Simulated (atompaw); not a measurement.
## How hard is this thallium (Tl) PAW (atompaw) potential?

```
Element                 : thallium
Generator               : atompaw 4.2.0.5
Type                    : PAW
Functional              : PBE
Relativity              : scalar-relativistic
Frozen core             : [Xe] 4f14
Valence charge          : 13
Reference configuration : 5d10 6s2 6p0.5 (charge +0.5)
Partial waves           : 6s (bound): rc 2.90 bohr; 6s channel at 3 Ry: rc 1.95 bohr; 6p (bound): rc 2.90 bohr; 6p channel at 2.25 Ry: rc 2.90 bohr; 5d (bound): rc 1.45 bohr; 5d channel at 2.95 Ry: rc 2.90 bohr
Local potential         : ultrasoft scheme with l = 3 at 0.5 Ry, radius 2.70 bohr
Core correction         : smooth core density matched at 2.85 bohr
Augmentation charge     : sinc compensation charge, radius 2.60 bohr; PAW radius 2.90 bohr; waves and projectors: custom rrkj vanderbiltortho
```

The pseudo-atom Hamiltonian at the reference potential is diagonalised in spherical Bessel functions j_l(qr) that vanish at 20 bohr, with q² up to the cutoff. All-electron valence levels (Ry): 6s -0.9367, 6p -0.3759, 5d -1.3886.

How do the lowest levels (Ry) of each channel move with the cutoff, and are there ghosts?

| cutoff (Ry) | s #1 | p #1 | d #1 | f #1 | f #2 | Σ f·Δε (mRy) |
| --- | --- | --- | --- | --- | --- | --- |
| 8 | -0.9367 | -0.3758 | -0.0569 | 0.0262 | 0.1323 | 13317.4 |
| 12 | -0.9367 | -0.3759 | -0.0572 | 0.0262 | 0.1322 | 13313.9 |
| 18 | -0.9367 | -0.3759 | -0.4424 | 0.0262 | 0.1322 | 9462.1 |
| 21 | -0.9367 | -0.3759 | -0.8455 | 0.0262 | 0.1322 | 5430.7 |
| 30 | -0.9367 | -0.3759 | -1.2672 | 0.0262 | 0.1322 | 1213.5 |
| 40 | -0.9367 | -0.3759 | -1.3773 | 0.0262 | 0.1322 | 113.1 |
| 50 | -0.9367 | -0.3759 | -1.3876 | 0.0262 | 0.1322 | 9.7 |
| 60 | -0.9367 | -0.3759 | -1.3879 | 0.0262 | 0.1322 | 7.0 |
| 70 | -0.9367 | -0.3759 | -1.3881 | 0.0262 | 0.1322 | 4.8 |
| 90 | -0.9367 | -0.3759 | -1.3885 | 0.0262 | 0.1322 | 0.9 |
| 110 | -0.9367 | -0.3759 | -1.3885 | 0.0262 | 0.1322 | 0.7 |
| 400 | -0.9367 | -0.3759 | -1.3886 | 0.0262 | 0.1322 | 0.0 |

Result: no extra level below or beside the all-electron valence levels (s, p, d, f tested); 10 mRy is reached at 50 Ry and 1 mRy at 90 Ry.
